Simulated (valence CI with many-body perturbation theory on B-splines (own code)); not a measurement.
E1 transitions of Sb18+

Computed by relativistic CI+MBPT: five valence electrons over a frozen Dirac-Fock core [Ar] 3d10, a basis of 11 s, 11 p, 10 d, 8 f, 5 g, 2 h functions for each j, with the one-electron correlation potential Σ1, the two-electron term Σ2, the three-electron term Σ3, Breit, model QED; selected CI, second order for the rest, scaled by the run's own slope (own B-spline code, finite nucleus).

No measured levels were compared; by estimate levels hold to about 250 cm⁻¹ or 0.2 % of their energy and the worst to 1 %, as in measured heavy ions of charge 2 to 7; those with d or f electrons hold less well. Among the levels kept, up to 2100 cm⁻¹ of a level comes from second order outside the variational space, and about a tenth of that is noise between levels of different J, which matters for small intervals.

Lines 51 to 100 of 559 in falling wavelength, among levels below 1516500 cm⁻¹, chosen from the strongest by gf and those to the six lowest levels. Wavelengths and rates use the calculated energies, so an error of 1000 cm⁻¹ moves a line at 20.93 nm by 0.21 % and its rate by three times that or more. Electric multipoles are in the length gauge, E1 and E2 with the static RPA response of the core. Weak lines are less certain than strong ones. Lines between different terms over intervals too small for the method are left out, as are lines whose strength nearly cancels. Where a level lies close to another of its J and parity, the split of strength between their lines is uncertain. The highest levels of a list are the least certain.

Names give the largest LS component (configuration and term), which can be under half, so a name can repeat, a term be missing and a line seem to break the LS rules; names also repeat where a configuration has a term twice. Letters in brackets count levels of one name in rising energy.

| λ vac (nm) | Upper | Lower | A (s⁻¹) | S (a.u.) |
| --- | --- | --- | --- | --- |
| 20.93 | 4s4p³4d ⁴D°_5/2 [e] | 4s²4p²4d ²F_7/2 [b] | 1.02e+10 | 2.76e-01 |
| 20.89 | 4s4p³4d ⁴D°_7/2 [b] | 4s²4p²4d ²F_7/2 [a] | 3.78e+09 | 1.36e-01 |
| 20.87 | 4s4p⁴ ⁴P_1/2 | 4s²4p³ ⁴S°_3/2 | 1.33e+10 | 1.20e-01 |
| 20.84 | 4s4p³4d ⁴G°_5/2 | 4s4p⁴ ²P_3/2 | 4.88e+09 | 1.31e-01 |
| 20.83 | 4s4p³4d ²F°_5/2 [b] | 4s²4p²4d ⁴P_3/2 | 5.19e+09 | 1.39e-01 |
| 20.82 | 4s4p⁴ ²D_5/2 | 4s²4p³ ²D°_3/2 | 1.77e+08 | 4.72e-03 |
| 20.77 | 4s4p³4d ⁴F°_3/2 [b] | 4s²4p²4d ⁴D_3/2 | 8.19e+09 | 1.45e-01 |
| 20.77 | 4s4p³4d ⁴D°_5/2 [c] | 4s²4p²4d ²P_3/2 [a] | 8.61e+09 | 2.28e-01 |
| 20.72 | 4s4p³4d ⁴D°_5/2 [d] | 4s²4p²4d ⁴P_5/2 | 7.21e+09 | 1.90e-01 |
| 20.72 | 4s4p³4d ⁴D°_7/2 [e] | 4s²4p²4d ⁴P_5/2 | 4.22e+09 | 1.48e-01 |
| 20.70 | 4s4p³4d ²D°_5/2 [b] | 4s²4p²4d ²D_5/2 [a] | 9.81e+09 | 2.58e-01 |
| 20.66 | 4s4p³4d ²F°_7/2 [d] | 4s²4p²4d ²D_5/2 [c] | 6.86e+09 | 2.39e-01 |
| 20.64 | 4s4p³4d ²D°_3/2 [f] | 4s²4p²4d ²P_3/2 [b] | 1.17e+10 | 2.03e-01 |
| 20.63 | 4s4p³4d ⁴D°_7/2 [b] | 4s²4p²4d ⁴F_7/2 | 6.97e+09 | 2.42e-01 |
| 20.62 | 4s4p³4d ⁴F°_5/2 [b] | 4s²4p²4d ⁴D_3/2 | 6.07e+09 | 1.58e-01 |
| 20.56 | 4s4p³4d ²F°_5/2 [b] | 4s²4p²4d ⁴P_5/2 | 6.67e+09 | 1.72e-01 |
| 20.54 | 4s4p³4d ²P°_1/2 [d] | 4s²4p²4d ²D_3/2 [c] | 1.29e+10 | 1.10e-01 |
| 20.50 | 4s4p³4d ⁴D°_7/2 [e] | 4s²4p²4d ²G_7/2 | 5.40e+09 | 1.84e-01 |
| 20.48 | 4s²4p²4d ⁴D_3/2 | 4s²4p³ ²P°_3/2 | 9.39e+08 | 1.59e-02 |
| 20.46 | 4s²4p²4d ⁴F_3/2 | 4s²4p³ ²P°_1/2 | 8.77e+08 | 1.48e-02 |
| 20.41 | 4s4p³4d ²F°_5/2 [a] | 4s²4p²4d ⁴D_5/2 | 6.24e+09 | 1.57e-01 |
| 20.41 | 4s4p³4d ²D°_3/2 [d] | 4s²4p²4d ²D_3/2 [a] | 1.50e+10 | 2.51e-01 |
| 20.36 | 4s4p³4d ⁴D°_3/2 [c] | 4s²4p²4d ⁴P_3/2 | 1.22e+10 | 2.03e-01 |
| 20.33 | 4s4p³4d ²G°_9/2 [b] | 4s²4p²4d ⁴F_9/2 | 1.19e+10 | 4.95e-01 |
| 20.28 | 4s4p³4d ⁴D°_1/2 [c] | 4s²4p²4d ⁴P_1/2 | 1.75e+10 | 1.44e-01 |
| 20.19 | 4s4p³4d ²D°_5/2 [d] | 4s²4p²4d ²D_5/2 [c] | 2.16e+10 | 5.27e-01 |
| 20.15 | 4s4p³4d ⁴D°_3/2 [b] | 4s²4p²4d ⁴F_5/2 | 9.49e+09 | 1.53e-01 |
| 20.12 | 4s4p³4d ⁴D°_7/2 [b] | 4s²4p²4d ²F_5/2 | 3.95e+09 | 1.27e-01 |
| 20.10 | 4s4p³4d ²D°_3/2 [c] | 4s²4p²4d ²P_3/2 [a] | 9.35e+09 | 1.50e-01 |
| 20.06 | 4s4p³4d ⁴D°_5/2 [b] | 4s²4p²4d ⁴F_7/2 | 8.89e+09 | 2.12e-01 |
| 20.05 | 4s4p⁴ ²P_1/2 [b] | 4s²4p³ ²P°_3/2 | 3.07e+10 | 2.44e-01 |
| 20.02 | 4s4p³4d ²D°_5/2 [a] | 4s²4p²4d ⁴F_5/2 | 1.12e+10 | 2.66e-01 |
| 19.99 | 4s4p³4d ⁴F°_5/2 [b] | 4s²4p²4d ²F_5/2 | 1.17e+10 | 2.77e-01 |
| 19.92 | 4s4p³4d ²D°_3/2 [e] | 4s²4p²4d ²D_5/2 [a] | 8.28e+09 | 1.29e-01 |
| 19.90 | 4s4p³4d ⁴P°_3/2 [a] | 4s²4p²4d ⁴F_5/2 | 1.24e+10 | 1.94e-01 |
| 19.89 | 4s4p³4d ²F°_7/2 [b] | 4s²4p²4d ²F_7/2 [b] | 1.13e+10 | 3.50e-01 |
| 19.86 | 4s4p³4d ²F°_7/2 [d] | 4s²4p²4d ²D_5/2 [b] | 3.93e+09 | 1.22e-01 |
| 19.83 | 4s4p⁴ ²P_3/2 | 4s²4p³ ²D°_5/2 | 1.91e+10 | 2.95e-01 |
| 19.83 | 4s²4p²4f ²D°_5/2 [a] | 4s²4p²4d ²F_7/2 [c] | 2.18e+10 | 5.04e-01 |
| 19.76 | 4s4p³4d ⁴P°_5/2 [b] | 4s²4p²4d ²F_7/2 [a] | 2.43e+10 | 5.56e-01 |
| 19.69 | 4s4p³4d ⁴D°_7/2 [c] | 4s²4p²4d ⁴F_7/2 | 4.66e+09 | 1.41e-01 |
| 19.67 | 4s4p³4d ²F°_5/2 [c] | 4s²4p²4d ²F_7/2 [b] | 5.87e+09 | 1.32e-01 |
| 19.63 | 4s4p³4d ⁴D°_7/2 [d] | 4s²4p²4d ²F_7/2 [a] | 1.97e+10 | 5.87e-01 |
| 19.53 | 4s²4p²4f ⁴F°_3/2 | 4s²4p²4d ²D_5/2 [d] | 1.08e+10 | 1.59e-01 |
| 19.43 | 4s4p³4d ²F°_5/2 [c] | 4s²4p²4d ²D_3/2 [a] | 5.36e+09 | 1.16e-01 |
| 19.37 | 4s4p³4d ⁴D°_5/2 [e] | 4s²4p²4d ²G_7/2 | 1.30e+10 | 2.80e-01 |
| 19.34 | 4s4p³4d ²P°_3/2 [b] | 4s²4p²4d ²D_5/2 [a] | 1.50e+10 | 2.13e-01 |
| 19.32 | 4s²4p²4d ⁴D_5/2 | 4s²4p³ ²P°_3/2 | 4.90e+08 | 1.05e-02 |
| 19.31 | 4s4p³4d ²D°_3/2 [b] | 4s²4p²4d ²F_5/2 | 3.54e+10 | 5.04e-01 |
| 19.30 | 4s4p³4d ²G°_7/2 [b] | 4s²4p²4d ⁴F_9/2 | 7.24e+09 | 2.05e-01 |
